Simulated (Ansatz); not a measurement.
Frontier orbitals of C7H9F9O3Sn (`[CH3][Sn]([O]CC(F)(F)F)([O]CC(F)(F)F)[O]CC(F)(F)F`).

The species carries charge 0 and has multiplicity 1. Correlated methods include outer-core shells of Sn, which these sets cover unevenly. Sn takes the def2 core potential. Geometry: relaxed with PBE0-D4/def2-TZVP. It is one conformer, not always the lowest. Basis def2-TZVPP, Ansatz.

Orbital energies of one run (eV). Highest occupied ones, from the top: -9.93, -10.09, -10.17, -10.38, -10.65, -11.17, -12.23, -13.31, -13.33, -13.46, -13.55, -13.56, -13.60, -13.72. Empty: -0.11, 1.38, 1.68, 1.85, 2.29, 2.72.

Which functional gave them?
A. LC-ωPBE
B. r2SCAN0
C. CAM-B3LYP
D. r2SCANh

C. HOMO energies: CAM-B3LYP -9.93, r2SCAN0 -8.73, LC-ωPBE -11.22, r2SCANh -7.84 eV.

LC-ωPBE has ω = 0.4 bohr⁻¹.
